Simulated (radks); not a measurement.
The mean radii <r> (bohr) of the occupied orbitals of an atom or ion are listed with their occupations. Method: Dirac Kohn-Sham, PBE, spin-unpolarised, spherical densities, point nucleus; computed with a radial shooting solver on a logarithmic mesh with Libxc functionals.

orbital      occ.     <r>
1s1/2           2  0.1113
2s1/2           2  0.5679
2p1/2           2  0.5361
2p3/2           4  0.5383
3s1/2           2   2.163
3p1/2    0.666667   2.789
3p3/2     1.33333   2.798

Name the element and its charge. Open shells, if any, are shared by 2j + 1.

Answer. Z = 14, silicon, charge 0: Si in [Ne] 3s2 3p2. The 1s radius gives Z: for a bare nucleus <r> = (2 gamma + 1)/(2Z) with gamma = sqrt(1 - (Z/c)^2), 0.1068 bohr for Z = 14, and screening makes it slightly larger (0.1113 here). The occupations add up to 14, and the charge is Z minus that.
